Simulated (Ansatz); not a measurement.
Consider the isomerisation: `C1=[CH][AlH][CH2]O1` → `C=[C]1[O][Al]1[CH3]`.

Calculated with Ansatz (gas phase, PBE0-D4/def2-TZVP geometries, no zero-point term in ΔE). CBS: MP2 limit from def2 TZ/QZ plus the TZ coupled-cluster correction, frozen cores. DFT in def2-TZVPP. B3LYP here is the variant with VWN-RPA as its local correlation; programs differ in this. HSE06 is defined as in plane-wave codes.

```csv
level,ΔE (kJ/mol),difference from CCSD(T)/CBS
LDA (SPW92),-14.1,17.8
r2SCAN-D4,-32.6,-0.7
B97M-V,-24.1,7.8
B2PLYP,-34.5,-2.6
PBE-QIDH,-21.6,10.3
revPBE,-39.4,-7.5
BLYP,-44.3,-12.4
r2SCAN,-33.3,-1.4
PBE0,-23.4,8.5
B3LYP,-34.6,-2.7
HSE06,-23.3,8.6
CAM-B3LYP,-27.6,4.3
LC-ωPBE,-23.7,8.2
RPA@PBE/def2-TZVPP,-23.5,8.4
MP2/def2-TZVPP,-35.5,-3.6
CCSD(T)/def2-TZVPP,-28.5,3.4
CCSD(T)/CBS,-31.9,0
```

Largest T1 diagnostic among the species: 0.016.

From r2SCAN to r2SCAN0 (25 % exact exchange), in def2-TZVPP and without D4, ΔE moves by +7.5 kJ/mol. In def2-TZVPP, CCSD(T) changes the Hartree–Fock value by −19.3 kJ/mol (the triples alone add −1.9 kJ/mol) and MP2 by −26.3 kJ/mol.
